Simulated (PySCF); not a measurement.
Planning a shielding job on `FC(F)(F)[Si@@H]1CCCN1`.

Method: GIAO PBE0/pcSseg-1 NMR shielding, non-relativistic, gas phase (PySCF 2.14.0, density-fitted response routines). Geometry: GFN2-xTB, NEB image 8 of 0 to 8. Work: shieldings, ring-centre shieldings, density fitting. The input is one job of a driver script: a line of settings, then coordinates in Å.

Command:
```bash
OMP_NUM_THREADS=1 python probes_run.py task.json out
```

Input:
```
{"job": {"kind": "nmr", "xc": "PBE0", "basis": "pcSseg-1", "pop": false}, "charge": 0, "multiplicity": 1}
F      2.967900     0.467700     1.485700
C      2.491700     0.248100     0.240600
F      2.530400     1.439700    -0.384800
F      3.411600    -0.526300    -0.369600
Si     0.741800    -0.586900     0.287300
C     -0.318400    -0.444300    -1.270900
C     -1.710700    -0.327000    -0.649700
C     -1.626100     0.599100     0.564200
N     -0.318700     0.406800     1.171800
H      1.014600    -1.952100     0.754200
H     -0.083100     0.451400    -1.845900
H     -0.271100    -1.292400    -1.947200
H     -2.023200    -1.316300    -0.313100
H     -2.448500     0.040000    -1.363200
H     -2.423500     0.371700     1.277900
H     -1.732700     1.645700     0.256400
H     -0.209000     0.787100     2.096400
```

Hardware: Arm Neoverse N1, one thread (shared host). PySCF's memory limit was set to 1200 MB.

Task: How large is the basis?

Result: 200 functions for 80 electrons, with 1056 fitting functions; the fitted three-index integrals, 1056 × 200 × 201/2 numbers of 8 bytes, come to 160 MiB.

Task: Estimate the wall time.

Result: About 58 s. The SCF took 14 cycles.

Task: How much memory does it need at the peak?

Result: About 0.94 GiB. Peak memory is the resident size of the whole Python process, interpreter and libraries included.

The SCF part of the output:
```
coarse grid: 15248 points
cycle   1  E = -800.1140189851  dE =  1.278e+00  |g| = 9.217e-01  |ddm| = 3.695e+00
cycle   2  E = -799.9396562488  dE =  1.744e-01  |g| = 1.390e+00  |ddm| = 1.308e+00
cycle   3  E = -800.2672646015  dE = -3.276e-01  |g| = 4.814e-02  |ddm| = 8.201e-01
cycle   4  E = -800.2675316222  dE = -2.670e-04  |g| = 3.250e-02  |ddm| = 7.003e-02
cycle   5  E = -800.2677548021  dE = -2.232e-04  |g| = 8.837e-03  |ddm| = 3.339e-02
cycle   6  E = -800.2677704246  dE = -1.562e-05  |g| = 1.803e-03  |ddm| = 7.753e-03
cycle   7  E = -800.2677710049  dE = -5.803e-07  |g| = 5.185e-04  |ddm| = 1.722e-03
final grid: 145544 points
cycle   8  E = -800.3383373768  dE = -5.026e-05  |g| = 9.358e-03  |ddm| = 2.583e-02
cycle   9  E = -800.3383227369  dE =  1.464e-05  |g| = 1.273e-02  |ddm| = 1.750e-02
cycle  10  E = -800.3383572476  dE = -3.451e-05  |g| = 7.500e-04  |ddm| = 9.951e-03
cycle  11  E = -800.3383573361  dE = -8.855e-08  |g| = 3.485e-04  |ddm| = 7.981e-04
cycle  12  E = -800.3383573590  dE = -2.289e-08  |g| = 8.088e-05  |ddm| = 3.098e-04
cycle  13  E = -800.3383573601  dE = -1.123e-09  |g| = 2.319e-05  |ddm| = 8.354e-05
cycle  14  E = -800.3383573602  dE = -8.890e-11  |g| = 5.373e-06  |ddm| = 1.998e-05
converged SCF energy = -800.3383573602
```

On the final grid dE counts from the start density on that grid.

Other jobs ran on the host; a repeat could differ by tens of per cent or more.
